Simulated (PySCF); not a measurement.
PySCF 2.14 output of a UHF calculation on a single atom or ion in dyall-av3z, with the spin-free X2C one-electron Hamiltonian (Gaussian nucleus):

```
SCF conv_tol = 1e-09
number electrons alpha = 2  beta = 0
cycle= 1 E= -0.814424367321694  delta_E= -1.73e-05  |g|= 0.00129  |ddm|= 0.00144
cycle= 2 E= -0.814424591629704  delta_E= -2.24e-07  |g|= 0.000153  |ddm|= 0.000147
cycle= 3 E= -0.814424595192306  delta_E= -3.56e-09  |g|= 5e-06  |ddm|= 1.86e-05
cycle= 4 E= -0.814424595202257  delta_E= -9.95e-12  |g|= 2.87e-08  |ddm|= 1.69e-06
converged SCF energy = -0.814424595202257  <S^2> = 2  2S+1 = 3
```

The run itself started from symmetry-adapted Hartree-Fock orbitals and held the occupation by maximum overlap, so the iterations belong to that start.

**Question.** Which element, charge and spin multiplicity is this?

**Answer.** He (helium, neutral), multiplicity 3; the state was 1s1 3d1, high-spin 3D determinant (an excited configuration).

The outer electron is Rydberg-like, and this basis confines it to a smaller radius and binds it less than a complete one would. At UHF the highest occupied level has a positive energy, so only the finite basis holds that electron; for this excited configuration the basis is too tight for the outer shell.
